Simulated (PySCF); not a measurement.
# Polarisability and C₆ of Cr (chromium, neutral)

[Ar] 3d5 4s1, high-spin 7S determinant. Calculation: PySCF 2.14, in def2-QZVPPD (11s6p5d3f2g, 93 functions); the non-relativistic Hamiltonian (point nucleus). Coupled (time-dependent) response in atomic units; α is the mean over directions.

| method | mean α (bohr³) | C₆ (like pair) | S(−4) |
| --- | --- | --- | --- |
| CAM-B3LYP | 77.34 | 612.0 | 4954 |

S(−4) is the Cauchy moment in α(ω) = α(0) + S(−4) ω² + …

Reference α: 83 ± 12 bohr³ (recommended; Schwerdtfeger and Nagle, table of static dipole polarizabilities (2023 update)). Published C₆: 602.0 (Chu and Dalgarno (2004); Tang, Norbeck and Certain (1976)).

α(iu) at CAM-B3LYP:

| u (hartree) | α(iu) (bohr³) |
| --- | --- |
| 0 | 77.34 |
| 0.0500 | 66.79 |
| 0.100 | 48.03 |
| 0.200 | 24.17 |
| 0.300 | 14.49 |
| 0.500 | 7.715 |
| 0.750 | 4.941 |
| 1.00 | 3.651 |
| 1.50 | 2.320 |
| 2.00 | 1.613 |
| 3.00 | 0.9075 |
| 5.00 | 0.4041 |

A single London oscillator, α(iu) = α/(1 + u²/ω²), gives C₆ = (3/4) ω α². Matching the computed C₆ needs ω = 4 × 612.0 / (3 × 77.34²) = 0.136 hartree.
